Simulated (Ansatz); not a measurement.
`[CH3][GeH]([OH])[F]` + H₂O → `[OH][GeH]([OH])[F]` + CH₄ at 500 K and 1 bar (formal hydrolysis of a Ge–C bond).

Program: Ansatz. Geometries: PBE0-D4/def2-TZVP. ΔE: electronic, gas phase. CCSD(T)/CBS is the MP2 limit (def2-TZVPP, def2-QZVPP) plus CCSD(T) − MP2 in def2-TZVPP, frozen cores. This one scheme is used for every species. For Ge outer-core shells are correlated without core-valence functions, which leaves a few kJ/mol of doubt a bond. Scalar relativity is left out up to krypton. Each species was taken in one conformer, which may not be the lowest.

```json
{"species": "`[CH3][GeH]([OH])[F]`", "CCSD(T)/CBS energy (Eh)": "-2292.21807", "H − E (kJ/mol)": "202.0", "S (J/(mol·K))": "392.1"}
{"species": "H₂O", "CCSD(T)/CBS energy (Eh)": "-76.37941", "H − E (kJ/mol)": "73.2", "S (J/(mol·K))": "206.3"}
{"species": "`[OH][GeH]([OH])[F]`", "CCSD(T)/CBS energy (Eh)": "-2328.15335", "H − E (kJ/mol)": "138.7", "S (J/(mol·K))": "376.8"}
{"species": "CH₄", "CCSD(T)/CBS energy (Eh)": "-40.46206", "H − E (kJ/mol)": "135.6", "S (J/(mol·K))": "206.8"}
```

H − E and S are ideal-gas, rigid-rotor, harmonic terms from PBE0-D4/def2-TZVP, for one conformer and one mirror image of each species. 1 Eh = 2625.50 kJ/mol, R = 8.31446 J/(mol·K).

Question: By hand: ΔE, ΔH, ΔS and ΔG.

Answer: ΔE = (-2328.15335) + (-40.46206) − (-2292.21807) − (-76.37941) = -0.01793 Eh = -47.1 kJ/mol. Δ(H − E) = 138.7 + 135.6 − 202.0 − 73.2 = -0.9, so ΔH = -48.0 kJ/mol. ΔS = 376.8 + 206.8 − 392.1 − 206.3 = -14.8 J/(mol·K). ΔG = -48.0 − 500 × (-14.8)/1000 = -40.6 kJ/mol.

Question: By hand: the equilibrium constant, and the temperature at which ΔG would vanish if ΔH and ΔS stayed fixed.

Answer: log₁₀ K = −ΔG/(RT ln 10) = 4.2. ΔG = 0 at ΔH/ΔS = 3243 K, far beyond where these terms or the molecules hold.

The number of gas molecules stays the same, so ΔS is small and ΔH decides. A doubt of 5 kJ/mol in ΔE shifts log₁₀ K by 0.5 here. Other conformers and mirror images would add mixing entropy, several J/(mol·K) or more a flexible species. These are equilibria of isolated gas molecules and say nothing of rates. Largest T1 diagnostic: 0.012 (customary marks: 0.02 for closed shells, 0.045 for open ones).
